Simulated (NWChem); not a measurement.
# SbH$_{2}$O$_{2}$Br; SMILES [OH][Sb]([Br])[OH]

```xyz
6

Sb    -0.5969    -0.8437    -0.1492
Br    -0.1984     1.6573     0.3671
O      0.6293    -1.1356    -1.7016
H      1.5567    -1.0741    -1.3884
O      0.6936    -1.4529     1.2622
H      1.0434    -0.6577     1.7161
```
Atoms are numbered in this order, from 1.

Level: PBE-D3(BJ)/def2-SVP with def2 effective core potentials on Sb (NWChem), optimised geometry, unscaled harmonic frequencies. This build's default masses of Se (78.918 u) and Br (79.917 u) are each other's, which moves their modes by up to 0.6 %. def2 effective core potentials on Sb; no spin-orbit coupling.

Problem. List the harmonic frequencies with IR intensities, and the thermochemistry.

Solution. 
| frequency (cm⁻¹) | IR intensity (km/mol) |
|---|---|
| 86 | 16.4 |
| 134 | 12.3 |
| 166 | 29.2 |
| 232 | 25.2 |
| 262 | 56.9 |
| 327 | 109.0 |
| 585 | 81.3 |
| 596 | 71.5 |
| 831 | 71.4 |
| 845 | 70.3 |
| 3663 | 70.7 |
| 3664 | 44.5 |

```json
{
  "zero_point_energy": "16.3 kcal/mol",
  "thermal correction to the enthalpy at 298.15 K (with zero-point energy)": "21.1 kcal/mol",
  "heat capacity Cv": "20.2 cal/(mol K)",
  "entropy at 298.15 K and 1 atm (symmetry number 1)": "85.9 cal/(mol K)"
}
```

Rigid rotor and harmonic oscillator; modes under 100 cm⁻¹ make the entropy uncertain.
